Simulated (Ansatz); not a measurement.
System: BNH₃, charge 0, doublet. BNH3 (SMILES B[NH], doublet).
B3LYP-D3(BJ)/def2-TZVP minimum from Ansatz (an electronic-structure program):
```
B
N 1 1.3287
H 2 0.9996 1 163.55
H 1 1.2007 2 121.70 3 180.00
H 1 1.2080 4 119.29 2 -180.00
```
Charge 0, spin multiplicity 2.

Total energies in aug-cc-pVDZ, 11 correlated electrons, 2 frozen orbitals. Open shells are spin-unrestricted; no spin-orbit coupling. Cores are frozen in correlated methods. No relativity.

| method | program | energy (Eh) | minus CCSDT(Q) (mEh) |
|---|---|---|---|
| HF | Ansatz | -80.85237 | 279.05 |
| MP2 | Ansatz | -81.08764 | 43.78 |
| CCSD | Ansatz | -81.12132 | 10.10 |
| CCSD(T) | Ansatz | -81.12968 | 1.74 |
| CCSDT(Q) | Ansatz | -81.13142 | 0.00 |

Rough core times of Ansatz's runs on a shared machine: CCSD(T) under 20 s, CCSDT(Q) 7 min.
